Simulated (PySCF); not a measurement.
NbOCl2, SMILES [Cl][Nb+](=[O])[Cl], charge +1, multiplicity 1. Geometry: B3LYP-D3(BJ)/def2-SVP. The multiplicity is an assumed one; other spin states were not compared. The isomer is the one that the SMILES or the coordinates give; other isomers of the formula were not compared. The def2 effective core potentials stand for the cores of Nb; spin–orbit coupling is left out.

Computed equilibrium geometry at B3LYP-D3(BJ)/def2-SVP (PySCF confirms it by a frequency run) as bond lengths and angles, and its point group:
point group Cs.
Atoms: Nb1 O2 Cl3 Cl4. Bonded distances (Å): Nb1–O2 1.663, Nb1–Cl3 2.235, Nb1–Cl4 2.235. Angles (°): O2–Nb1–Cl3 105.9, O2–Nb1–Cl4 105.9, Cl3–Nb1–Cl4 108.8.
Charge +1, spin multiplicity 1.
